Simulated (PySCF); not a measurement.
Species: C5H11OP.
Z-matrix (Å and degrees, PBE0-D3(BJ)/def2-SVP geometry), rows numbered from 1:
```
C 
C   1  1.5116
C   2  1.5483  1  119.98
C   3  1.5453  2   98.26  1  -148.12
P   4  1.8419  3   88.29  2    21.31
C   5  1.8202  2  106.53  1    39.32
O   5  1.4928  2  123.07  1   -94.39
H   1  1.1015  2  111.56  3    54.09
H   1  1.1007  2  111.06  3   174.45
H   1  1.1018  2  111.24  3   -65.90
H   2  1.1044  1  110.69  3   128.05
H   3  1.1019  2  110.46  1   -31.92
H   3  1.1004  2  114.61  1    89.58
H   4  1.1006  3  112.10  2   -87.90
H   4  1.0987  3  118.00  2   143.78
H   6  1.0997  5  108.63  2   -78.46
H   6  1.0991  5  112.78  2    43.29
H   6  1.0996  5  107.81  2   164.44
```

Level of theory: PBE0-D3(BJ)/def2-SVP geometry optimisation, gas phase (PySCF).

Masses are those of the commonest isotopes; rigid-rotor values at the optimised geometry. The values belong to one conformer with, in the numbering `[CH3:1][C@@H:2]1[CH2:3][CH2:4][P@@:5]1([CH3:6])=[O:7]`, C1–C2–C3–C4 -148°, C2–C3–C4–P5 21°, C3–C4–P5–C6 86°, C1–C2–P5–C4 143°.

(1) Give the principal moments of inertia and the rotational constants in MHz.

(2) What kind of rotor is it?

(3) Is it planar, by Δ = Ic − Ia − Ib?

(4) Give the coordinates in the principal-axis frame, origin at the centre of mass.

(5) Where do the levels up to J = 5 lie, in MHz?

(6) Which lines would a microwave search look for?

Answers

(1) Ia = 181.73, Ib = 254.01, Ic = 295.37 u·Å²; 505379 MHz·u·Å²/I gives A = 2781, B = 1990, C = 1711 MHz.

(2) An asymmetric top: κ = (2 × 1990 − 2781 − 1711)/(2781 − 1711) = -0.48.

(3) Not planar: Δ = Ic − Ia − Ib = -140.38 u·Å². For a rigid frame Δ = −2 Σ m c², so Σ m c² = 70.19 u·Å² lies off the ab plane: 18.83 from hydrogen and 51.36 from heavier atoms. The atom farthest from that plane is 2.26 Å away.

(4) The sense of each axis is arbitrary; atoms in the order of the calculation.
| atom | mass (u) | a (Å) | b (Å) | c (Å) |
| --- | --- | --- | --- | --- |
| C1 | 12.000 | -1.986 | 1.317 | -0.170 |
| C2 | 12.000 | -1.117 | 0.136 | -0.540 |
| C3 | 12.000 | -1.310 | -1.221 | 0.180 |
| C4 | 12.000 | 0.156 | -1.709 | 0.128 |
| P5 | 30.974 | 0.674 | 0.044 | -0.095 |
| C6 | 12.000 | 0.827 | 0.733 | 1.583 |
| O7 | 15.995 | 1.766 | 0.473 | -1.018 |
| H8 | 1.008 | -1.951 | 1.522 | 0.911 |
| H9 | 1.008 | -1.661 | 2.227 | -0.697 |
| H10 | 1.008 | -3.039 | 1.137 | -0.439 |
| H11 | 1.008 | -1.133 | -0.033 | -1.631 |
| H12 | 1.008 | -1.638 | -1.063 | 1.220 |
| H13 | 1.008 | -2.039 | -1.893 | -0.297 |
| H14 | 1.008 | 0.377 | -2.258 | -0.799 |
| H15 | 1.008 | 0.540 | -2.277 | 0.987 |
| H16 | 1.008 | 0.797 | 1.830 | 1.516 |
| H17 | 1.008 | 0.036 | 0.383 | 2.261 |
| H18 | 1.008 | 1.810 | 0.439 | 1.979 |

(5) Above 0(0,0):
J = 1: 1(0,1) 3701, 1(1,1) 4492, 1(1,0) 4770
J = 2: 2(0,2) 11040, 2(1,2) 11615, 2(1,1) 12450, 2(2,1) 14824, 2(2,0) 14886
J = 3: 3(0,3) 21913, 3(1,3) 22263, 3(1,2) 23926, 3(2,2) 25926, 3(2,1) 26216, 3(3,1) 30614, 3(3,0) 30623
J = 4: 4(0,4) 36225, 4(1,4) 36408, 4(1,3) 39134, 4(2,3) 40680, 4(2,2) 41460, 4(3,2) 45518, 4(3,1) 45577, 4(4,1) 51944, 4(4,0) 51945
J = 5: 5(0,5) 53933, 5(1,5) 54019, 5(1,4) 57974, 5(2,4) 59047, 5(2,3) 60614, 5(3,3) 64157, 5(3,2) 64381, 5(4,2) 70583, 5(4,1) 70592, 5(5,1) 78833, 5(5,0) 78833
Those of J = 1 are B + C, A + C and A + B.

(6) The dipole components are |μa| = 3.11 D, |μb| = 0.97 D, |μc| = 2.48 D. The squared components, which scale the intensities, stand as 1.00 : 0.10 : 0.63 (a : b : c). Some lines, for components of 0.1 D or more:

| type | branch | J(Ka,Kc) | MHz | lower level (cm⁻¹) |
| --- | --- | --- | --- | --- |
| c | Q | 2(1,2) ← 2(0,2) | 574 | 0.368 |
| c | Q | 1(1,1) ← 1(0,1) | 791 | 0.123 |
| a | Q | 2(1,1) ← 2(1,2) | 836 | 0.387 |
| b | Q | 1(1,0) ← 1(0,1) | 1070 | 0.123 |
| c | Q | 2(2,1) ← 2(1,1) | 2374 | 0.415 |
| b | Q | 2(2,0) ← 2(1,1) | 2435 | 0.415 |
| b | Q | 2(2,1) ← 2(1,2) | 3210 | 0.387 |
| a | R | 1(0,1) ← 0(0,0) | 3701 | 0.000 |
| b | R | 1(1,1) ← 0(0,0) | 4492 | 0.000 |
| c | R | 1(1,0) ← 0(0,0) | 4770 | 0.000 |
| b | R | 2(0,2) ← 1(1,1) | 6548 | 0.150 |
| a | R | 2(1,2) ← 1(1,1) | 7123 | 0.150 |
| a | R | 2(0,2) ← 1(0,1) | 7340 | 0.123 |
| a | R | 2(1,1) ← 1(1,0) | 7680 | 0.159 |
| b | R | 2(1,2) ← 1(0,1) | 7914 | 0.123 |
| c | R | 2(1,1) ← 1(0,1) | 8750 | 0.123 |
| b | R | 2(2,1) ← 1(1,0) | 10054 | 0.159 |
| c | R | 2(2,0) ← 1(1,0) | 10115 | 0.159 |
| c | R | 2(2,1) ← 1(1,1) | 10332 | 0.150 |
| b | R | 2(2,0) ← 1(1,1) | 10394 | 0.150 |

No PBE0-D3(BJ)/def2-SVP frequencies stand behind this structure, so it isn't proved a minimum. Zero-point vibration and centrifugal distortion are left out. A rigid rotor knows nothing of internal rotation, which can split or shift real lines.
